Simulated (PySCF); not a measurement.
**Broadened absorption spectrum of C7H13P**

Species: C7H13P.
Numbering: `[CH:1]#[C:2][P:3]([CH3:4])[C@@H:5]([CH3:6])[CH2:7][CH3:8]` (hydrogens: H9 on C1; H10, H11, H12 on C4; H13 on C5; H14, H15, H16 on C6; H17, H18 on C7; H19, H20, H21 on C8)

Level of theory: PySCF, TDDFT CAM-B3LYP/def2-SVPD, vertical, gas phase, core orbitals frozen in the response. Geometry: PBE0-D3(BJ)/def2-SVP, one conformer, isolated molecule.

Computed states:

```json
{"state": "S1", "E (eV)": "5.25", "f": "0.019"}
{"state": "S2", "E (eV)": "5.85", "f": "0.074"}
{"state": "S3", "E (eV)": "6.45", "f": "0.015"}
{"state": "S4", "E (eV)": "6.62", "f": "0.034"}
{"state": "S5", "E (eV)": "6.87", "f": "0.082"}
{"state": "S6", "E (eV)": "6.95", "f": "0.086"}
{"state": "S7", "E (eV)": "7.27", "f": "0.041"}
{"state": "S8", "E (eV)": "7.39", "f": "0.175"}
{"state": "S9", "E (eV)": "7.45", "f": "0.048"}
{"state": "S10", "E (eV)": "7.59", "f": "0.056"}
```

Each state is given a Gaussian of 0.5 eV full width at half maximum, with ε(max) = 2.175×10⁸ f / Δν̃ (Δν̃ the width in cm⁻¹). The cross-section is σ = 3.8235×10⁻²¹ ε cm², given in Mb (10⁻¹⁸ cm²). The width is an assumption, not a result. The curve ends short of the highest state used, and states not computed would add to its high-energy end.

Question: Give the broadened spectrum and its maxima.

Answer: 
E (eV), σ (Mb) and a bar:
```
     4.50       0.01 
     4.61       0.04 
     4.72       0.17 
     4.83       0.54 
     4.94       1.33 #
     5.04       2.40 ##
     5.15       3.58 ##
     5.26       4.26 ###
     5.37       4.53 ###
     5.48       5.44 ####
     5.59       8.11 #####
     5.69      11.72 ########
     5.80      14.87 ##########
     5.91      14.87 ##########
     6.02      11.76 ########
     6.13       8.09 #####
     6.24       6.52 ####
     6.34       7.81 #####
     6.45      11.99 ########
     6.56      18.61 #############
     6.67      27.09 ##################
     6.78      35.64 ########################
     6.89      41.63 ############################
     6.99      44.47 ##############################
```

Maxima: 212 nm (5.86 eV), ε about 4000, made up of S2 (99%) (ε in L mol⁻¹ cm⁻¹; maxima over ε = 5, shares over 10%). At its high-energy end, 6.99 eV, the curve is still rising (ε about 12000, from S5, S6 and S8).

Question: What would ε be at 5.86 eV, the highest of these maxima, with half the width (0.25 eV)?

Answer: About 7940 L mol⁻¹ cm⁻¹ against 4010, a factor of about 1.98; a lone state at its own centre would give exactly 2.

Question: On this curve, what absorbance would a 10⁻⁴ mol/L sample give at 266 nm over a 1 cm path?

Answer: 266 nm is 4.661 eV, where ε is about 21 L mol⁻¹ cm⁻¹, so A = ε c l ≈ 0.0021 (Beer–Lambert, with the gas-phase spectrum and the assumed width).

Question: Coming from long wavelengths, where does ε first pass 100 L mol⁻¹ cm⁻¹?

Answer: At about 259 nm (4.80 eV), 0.46 eV below S1.

The vertical ionisation energy (ΔSCF) is 8.43 eV, 0.84 eV above S10.

Time: 5.0 min of wall time. Hardware: one thread, Arm Neoverse N1, shared host.
